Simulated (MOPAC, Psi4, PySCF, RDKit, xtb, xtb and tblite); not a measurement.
Relaxed torsion scan: C₇H₆BF₃, SMILES Bc1ccc(C(F)(F)F)cc1. Scanned: dihedral H12–B1–C2–C3; all other coordinates were relaxed at GFN2-xTB. Points at φ and −φ are mirror images.

Geometry of the scan point at 90° (Å):
```
17

B     -3.1092    -0.2759    -0.4523
C     -1.5696    -0.1512    -0.2506
C     -1.0112    -0.0751     1.0271
C      0.3532     0.0343     1.2153
C      1.1957     0.0749     0.1127
C      2.6808     0.1602     0.3045
F      3.2573    -1.0600     0.3542
F      3.2995     0.8187    -0.6893
F      3.0288     0.7788     1.4440
C      0.6692    -0.0023    -1.1696
C     -0.6974    -0.1117    -1.3406
H     -3.7626     0.6870    -0.5534
H     -3.6049    -1.3325    -0.5022
H     -1.6600    -0.1034     1.8901
H      0.7653     0.0934     2.2113
H      1.3271     0.0285    -2.0249
H     -1.0991    -0.1685    -2.3416
```

Levels of theory: GFN2-xTB (xtb and tblite); PBE/def2-SVP // GFN2-xTB (Psi4); PBE-D3(BJ)/def2-SVP // GFN2-xTB (Psi4); UFF // GFN2-xTB (RDKit); PM7, restricted, heats of formation // GFN2-xTB (MOPAC); AM1, restricted, heats of formation // GFN2-xTB (MOPAC); GFN1-xTB // GFN2-xTB (xtb); RKS-B3LYP/6-31G* = restricted B3LYP/6-31G*, spherical d, density fitting // GFN2-xTB (PySCF); RMP2/6-31G* = PySCF with restricted MP2 (frozen core)/6-31G*, spherical d // GFN2-xTB; RHF/LANL2DZ = restricted Hartree-Fock/LANL2DZ, density fitting // GFN2-xTB (PySCF 2.14.0); RMP2/3-21G = restricted MP2 (frozen core)/3-21G // GFN2-xTB (PySCF 2.14.0).

Least-squares fit of E(φ) = a0 + Σ (a_n cos nφ + b_n sin nφ), n = 1 to 4, to the 12 scan points, in kJ/mol above the lowest point of each profile (levels whose profile four harmonics don't fit are not listed):

```csv
method,a0,a1,b1,a2,b2,a3,b3,a4,b4,rms of fit
GFN2-xTB,4.57,0.02,0.00,-4.87,0.00,-0.02,0.00,0.33,0.00,0.04
PBE/def2-SVP,15.94,0.11,0.00,-17.02,0.00,-0.10,0.00,1.28,0.00,0.20
PBE-D3(BJ)/def2-SVP,15.99,0.11,0.00,-17.08,0.00,-0.10,0.00,1.29,0.00,0.20
UFF,18.62,0.07,0.00,-19.53,0.00,-0.04,0.00,1.04,0.00,0.13
PM7,1.00,-0.04,0.00,0.63,0.00,0.04,0.00,-0.31,0.00,0.06
AM1,1.91,-0.02,0.00,-1.70,0.00,0.03,0.00,-0.26,0.00,0.06
GFN1-xTB,5.54,0.03,0.00,-5.86,0.00,-0.03,0.00,0.37,0.00,0.04
RKS-B3LYP/6-31G*,16.96,0.13,0.00,-17.97,0.00,-0.12,0.00,1.20,0.00,0.19
RMP2/6-31G*,15.88,0.11,0.00,-16.93,0.00,-0.10,0.00,1.21,0.00,0.16
RHF/LANL2DZ,16.32,0.09,0.00,-16.67,0.00,-0.08,0.00,0.38,0.00,0.03
RMP2/3-21G,15.90,0.10,0.00,-16.89,0.00,-0.10,0.00,1.16,0.00,0.16
```
